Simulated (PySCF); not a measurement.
CrF₄, SMILES [F][Cr]([F])([F])[F] (connectivity only; charge and spin as stated), neutral, multiplicity 3. Atoms are numbered in the order given.

```xyz
5

Cr     0.0000     0.0000     0.0000
F      0.9778     0.9778     0.9778
F     -0.9778     0.9778    -0.9778
F     -0.9778    -0.9778     0.9778
F      0.9778    -0.9778    -0.9778
```
Charge 0, spin multiplicity 3.

Coordinates come from a r2SCAN-D4/def2-SVP optimisation. The spin state was assumed, not searched.

Method: PBE/def2-TZVP (PySCF).

ESP charges are fitted to the potential on shells at 1.4 to 2.0 van der Waals radii. Atomic charges (e):

| atom | ESP fit | meta-Löwdin | Mulliken | Mulliken spin |
|---|---|---|---|---|
| Cr1 | 1.04 | (withheld) | 1.46 | 1.82 |
| F2 | -0.26 | (withheld) | -0.36 | 0.05 |
| F3 | -0.26 | (withheld) | -0.36 | 0.05 |
| F4 | -0.26 | (withheld) | -0.36 | 0.05 |
| F5 | -0.26 | (withheld) | -0.36 | 0.05 |

Q: What belongs in the gaps? (The exact figures need the calculation; the answer reports its results.)

A: 
- Cr1, meta-Löwdin: 1.57
- F2, meta-Löwdin: -0.39
- F3, meta-Löwdin: -0.39
- F4, meta-Löwdin: -0.39
- F5, meta-Löwdin: -0.39
